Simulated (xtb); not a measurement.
F2Mn (SMILES [F][Mn][F]), sextet, from a rough starting geometry (GFN-xTB shapes and energies of metal compounds can be far from the true ones); xtb 6.7.1 with GFN2-xTB.

xtb was given this input:
```
$ xtb mol.xyz --gfn 2 --uhf 5 --opt vtight --json

# file mol.xyz
3

Mn    -0.00190420     0.01002819    -0.04459641
F     -0.24799110     1.26039503    -1.11490800
F      0.20651247    -1.29536844     1.08016020
```

Question: Write the output that xtb gives for this input, abridged.

Answer: 
```
   ID    Z sym.   atoms
    1   25 Mn     1
    2    9 F      2, 3

           -------------------------------------------------
          |                Calculation Setup                |
           -------------------------------------------------

           -------------------------------------------------
          |                 G F N 2 - x T B                 |
           -------------------------------------------------

          ...................................................
          :                      SETUP                      :
          :.................................................:
          :  # basis functions                  18          :
          :  # atomic orbitals                  17          :
          :  # shells                            7          :
          :  # electrons                        21          :
          :  max. iterations                   250          :
          :  Hamiltonian                  GFN2-xTB          :
          :  restarted?                      false          :
          :  GBSA solvation                  false          :
          :  PC potential                    false          :
          :  electronic temp.          300.0000000     K    :
          :  accuracy                    1.0000000          :
          :  -> integral cutoff          0.2500000E+02      :
          :  -> integral neglect         0.1000000E-07      :
          :  -> SCF convergence          0.1000000E-05 Eh   :
          :  -> wf. convergence          0.1000000E-03 e    :
          :  Broyden damping             0.4000000          :
          :  net charge                          0          :
          :  unpaired electrons                  5          :
          ...................................................

 iter      E             dE          RMSdq      gap      omega  full diag
   1    -12.2170891 -0.122171E+02  0.194E+01    8.36       0.0  T
   2    -12.2823882 -0.652991E-01  0.397E+00    7.19       1.0  T
   3    -12.2837762 -0.138795E-02  0.263E+00    7.51       1.0  T
   4    -12.2839439 -0.167699E-03  0.250E-01    7.70       1.0  T
   5    -12.2839537 -0.988041E-05  0.206E-01    7.70       1.0  T
   6    -12.2839561 -0.240858E-05  0.307E-02    7.70       1.9  T
   7    -12.2839569 -0.758119E-06  0.218E-02    7.70       2.7  T
   8    -12.2839569 -0.371977E-07  0.346E-03    7.70      16.7  T
   9    -12.2839569 -0.367112E-08  0.142E-03    7.70      40.8  T
[...]
         :: total energy             -12.275878625525 Eh    ::
 * total energy  :   -12.2758786 Eh     change       -0.6360246E-10 Eh
 * total energy  :   -12.2763023 Eh     change       -0.4236547E-03 Eh
 * total energy  :   -12.2766980 Eh     change       -0.3956711E-03 Eh
 * total energy  :   -12.2766989 Eh     change       -0.9767598E-06 Eh
 * total energy  :   -12.2766992 Eh     change       -0.2546360E-06 Eh
 * total energy  :   -12.2766992 Eh     change       -0.1063274E-09 Eh
   *** GEOMETRY OPTIMIZATION CONVERGED AFTER 6 ITERATIONS ***
         :: total energy             -12.276699182920 Eh    ::
[...]
        13        1.0000           -0.3733155             -10.1584 (HOMO)
        14                         -0.0905599              -2.4643 (LUMO)
        15                         -0.0905529              -2.4641
        16                          0.2714407               7.3863
        17                          0.8972806              24.4162
      -------------------------------------------------------------
                  HL-Gap            0.2827556 Eh            7.6942 eV
             Fermi-level           -0.3440281 Eh           -9.3615 eV

     #   Z          covCN         q      C6AA      α(0)
     1  25 Mn       1.326     0.806    53.543    18.417
     2   9 F        0.663    -0.403    13.583     4.350
     3   9 F        0.663    -0.403    13.583     4.350

 Mol. C6AA /au·bohr⁶  :        187.551608
 Mol. C8AA /au·bohr⁸  :       9656.194872
 Mol. α(0) /au        :         27.118187

Wiberg/Mayer (AO) data.
largest (>0.10) Wiberg bond orders for each atom

 ---------------------------------------------------------------------------
     #   Z sym  total        # sym  WBO       # sym  WBO       # sym  WBO
 ---------------------------------------------------------------------------
     1  25 Mn   2.099 --     2 F    1.049     3 F    1.049
     2   9 F    1.060 --     1 Mn   1.049
     3   9 F    1.060 --     1 Mn   1.049
 ---------------------------------------------------------------------------

Topologies differ in total number of bonds
Writing topology from bond orders to xtbtopo.mol

molecular dipole:
                 x           y           z       tot (Debye)
 q only:        0.036       0.001      -0.006
   full:        0.055       0.002      -0.010       0.143
molecular quadrupole (traceless):
                xx          xy          yy          xz          yz          zz
 q only:        3.961       1.263      -2.913      -1.088       6.099      -1.049
  q+dip:        4.381       1.396      -3.221      -1.204       6.744      -1.159
   full:        5.091       1.623      -3.744      -1.399       7.839      -1.347

optimized geometry written to: xtbopt.xyz

           -------------------------------------------------
          | TOTAL ENERGY              -12.276699182920 Eh   |
          | GRADIENT NORM               0.000003268883 Eh/α |
          | HOMO-LUMO GAP               7.694170401927 eV   |
           -------------------------------------------------

normal termination of xtb
```
